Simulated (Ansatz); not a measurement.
The cluster GaF₃ (the lowest singlet isomer of a short search) was relaxed with PBE-D4 (def2-TZVP) in Ansatz in these states: neutral quintet, neutral singlet, neutral triplet. The geometries follow in no particular order.

A:

```xyz
4

Ga    0.000   -0.001    0.001
F     0.004   -1.313    1.685
F    -1.572   -0.114   -1.442
F     1.568    1.428   -0.244
```

B:

```xyz
4

Ga   -0.076    0.602   -0.476
F    -0.649    0.145    1.340
F    -0.565   -0.672   -1.618
F     1.290   -0.074    0.754
```

C:

```xyz
4

Ga    0.000    0.000    0.000
F    -0.515   -1.518   -0.693
F    -0.734    1.494   -0.526
F     1.250    0.023    1.219
```

**Question.** Judge from the bond lengths which geometry belongs to which state (an estimate).

**Answer.** A is the neutral quintet (Ga1–F4 2.136 Å, Ga1–F3 2.136 Å, Ga1–F2 2.136 Å); B is the neutral triplet (Ga1–F4 1.958 Å, Ga1–F3 1.780 Å, Ga1–F2 1.958 Å); C is the neutral singlet (Ga1–F4 1.746 Å, Ga1–F3 1.746 Å, Ga1–F2 1.746 Å).

At PBE-D4/def2-TZVP the gap within one spin of the charge 0 quintet nearly closes, so an electron or hole may be smeared out by delocalisation error. At PBE0-D4/def2-TZVP a singlet lies 12.70 eV below the neutral quintet. At PBE0-D4/def2-TZVP a singlet lies 4.58 eV below the neutral triplet. These are the stationary points nearest to one start from a short search; other shapes may lie lower in each state.
